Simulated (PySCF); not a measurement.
HO₂Si, SMILES O=[Si]=[OH+], charge +1.

The structure is a stationary point at B3LYP-D3(BJ)/def2-TZVP. The isomer is the one that the SMILES or the coordinates give; other isomers of the formula were not compared.

All values below come from TDA-CAM-B3LYP/def2-SVPD (PySCF).

Vertical excitations. Isolated molecule, no solvent. State labels are in the subgroup Cs.

```tsv
state	symmetry	energy (eV)	λ (nm)	f	main pairs
S1	A"	4.39	283	0.021	HOMO→LUMO 99 %
S2	A'	4.45	278	0.024	HOMO−1→LUMO 98 %
S3	A'	6.47	192	0.027	HOMO−2→LUMO 74 %, HOMO−1→LUMO+1 16 %
S4	A"	6.90	180	0.000	HOMO→LUMO+1 89 %
S5	A'	7.21	172	0.001	HOMO→LUMO+2 51 %, HOMO−1→LUMO+1 48 %
S6	A"	7.28	170	0.000	HOMO−1→LUMO+2 89 %
S7	A"	7.43	167	0.038	HOMO−3→LUMO 98 %
S8	A'	7.92	157	0.036	HOMO−4→LUMO 94 %
S9	A'	9.12	136	0.054	HOMO−2→LUMO+1 95 %
S10	A"	9.33	133	0.043	HOMO−2→LUMO+2 93 %
T1	A"	3.66	339	0	HOMO→LUMO 97 %
T2	A'	3.67	337	0	HOMO−1→LUMO 97 %
T3	A'	5.09	243	0	HOMO−2→LUMO 85 %
T4	A'	6.16	201	0	HOMO−1→LUMO+1 71 %, HOMO→LUMO+2 14 %, HOMO−2→LUMO 12 %
```
Triplets are in the Tamm–Dancoff approximation.
